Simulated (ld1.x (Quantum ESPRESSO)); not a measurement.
**Ca (Z = 20) ultrasoft: all-electron and pseudo phase curves**

calcium, ultrasoft, made with ld1.x (Quantum ESPRESSO) 7.5 (PBE, scalar-relativistic). Core [Ne], reference 3s2 3p6 3d0 4s2 4p0. Waves: 3s (bound): rcut 1.55, rcutus 2.00 bohr; 4s (bound): rcut 1.55, rcutus 2.00 bohr; 3p (bound): rcut 1.75, rcutus 2.10 bohr; 4p (bound, empty): rcut 1.75, rcutus 2.10 bohr; 3d (bound, empty): rcut 2.75, rcutus 3.30 bohr; 3d channel at 4.15 Ry: rcut 2.75, rcutus 3.30 bohr. Local part: all-electron potential smoothed inside 3.10 bohr (lloc = -1). Core correction: Bessel-smoothed model core inside 1.10 bohr. Augmentation charge: PSQ, inside the norm-conserving radii.

The phase is arctan(r·u′/u) with u = r·R(r), unwrapped; energies in Ry, scanned from -5 to 5 Ry. A pole is an energy at which the radial function vanishes at the test radius. The pseudo phase is shifted by a multiple of π to meet the all-electron one at the reference energy, and phase errors are pseudo minus all-electron; the curves can meet again beyond the range given. Levels narrower than the energy grid can be missing from the lists of poles.

For each channel, where are the poles, and over which energies does the pseudopotential scatter like the atom?

| channel | radius (bohr) | reference energy (Ry) | poles, all-electron | poles, pseudo | unbroken range about the reference energy with phases within 0.05 rad | phase error 1 Ry above the reference energy (rad) |
| --- | --- | --- | --- | --- | --- | --- |
| s | 3.62 | -0.28 | -3.45, 0.74 | -3.45, 0.75 | below 2.3 | +0.001 |
| p | 3.62 | -0.10 | -2.04, 1.34 | -2.04, 1.35 | below 2.7 | +0.002 |
| d | 3.62 | -0.14 | 0.01, 2.38 | 0.07, 3.44 | -0.2 to 0.0 | +0.873 |

Phases in the p channel:

```
E (Ry)  all-electron  pseudo
 -5.00         1.442   1.442
 -4.74         1.438   1.438
 -4.48         1.434   1.434
 -4.22         1.429   1.429
 -3.96         1.424   1.424
 -3.70         1.418   1.418
 -3.44         1.412   1.412
 -3.18         1.404   1.404
 -2.92         1.395   1.395
 -2.66         1.384   1.384
 -2.40         1.367   1.367
 -2.14         1.306   1.306
 -1.88        -1.766  -1.766
 -1.62        -1.800  -1.800
 -1.36        -1.830  -1.830
 -1.10        -1.867  -1.867
 -0.84        -1.922  -1.922
 -0.58        -2.013  -2.012
 -0.32        -2.191  -2.191
 -0.06        -2.659  -2.659
  0.20        -3.695  -3.694
  0.46        -4.294  -4.293
  0.72        -4.514  -4.512
  0.98        -4.623  -4.621
  1.24        -4.691  -4.689
  1.50        -4.743  -4.739
  1.76        -4.789  -4.784
  2.02        -4.836  -4.828
  2.28        -4.893  -4.879
  2.54        -4.976  -4.947
  2.80        -5.127  -5.059
  3.06        -5.512  -5.290
  3.32        -6.592  -5.948
  3.58        -7.319  -6.993
  3.84        -7.554  -7.419
  4.10        -7.659  -7.583
  4.36        -7.720  -7.668
  4.62        -7.761  -7.720
  4.88        -7.791  -7.756
```
